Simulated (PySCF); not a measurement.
## `InChI=1S/C7H10O/c1-3-4-7-6(2)5-8-7/h1,6-7H,4-5H2,2H3/t6-,7-/m0/s1`

Geometry:
```tsv
atom	x (Å)	y (Å)	z (Å)
C1	2.438	0.451	-1.933
C2	1.766	-0.276	-1.260
C3	0.959	-1.143	-0.429
C4	0.518	-0.435	0.852
O5	-0.302	-1.266	1.685
C6	-1.379	-0.327	1.674
C7	-0.593	0.634	0.772
C8	-1.205	0.950	-0.580
H9	3.028	1.077	-2.533
H10	0.086	-1.488	-0.987
H11	1.545	-2.021	-0.143
H12	1.408	-0.098	1.401
H13	-1.607	0.038	2.679
H14	-2.282	-0.755	1.229
H15	-0.310	1.562	1.271
H16	-0.456	1.386	-1.237
H17	-2.019	1.661	-0.454
H18	-1.604	0.056	-1.053
```

Computed with TDDFT BHandHLYP/def2-SVPD circular dichroism and optical rotation, one conformer, gas phase (PySCF 2.14.0). Geometry: GFN2-xTB.

The molecule is flexible and this is one conformer; a measurement averages over conformers.

Q: Draw the ECD and absorption spectra from the lowest 8 states, each a Gaussian of half-width 0.2 eV at 1/e height.

A: 
| E (eV) | λ (nm) | Δε (L mol⁻¹ cm⁻¹) | ε (L mol⁻¹ cm⁻¹) |
| --- | --- | --- | --- |
| 6.10 | 203 | 0.00 | 0 |
| 6.25 | 198 | +0.02 | 0.35 |
| 6.40 | 194 | +0.13 | 3.32 |
| 6.55 | 189 | +0.38 | 20.8 |
| 6.70 | 185 | +0.69 | 105 |
| 6.85 | 181 | +1.02 | 232 |
| 7.00 | 177 | +0.69 | 174 |
| 7.15 | 173 | +0.25 | 47.9 |
| 7.30 | 170 | +1.77 | 114 |
| 7.45 | 166 | +12.69 | 863 |
| 7.60 | 163 | +32.88 | 2980 |
| 7.75 | 160 | +26.02 | 5360 |
| 7.90 | 157 | -15.80 | 4580 |
| 8.05 | 154 | -41.96 | 1870 |

Δε uses R in velocity form, ε uses f in length form. Only the states computed contribute, so the short-wavelength end is incomplete.
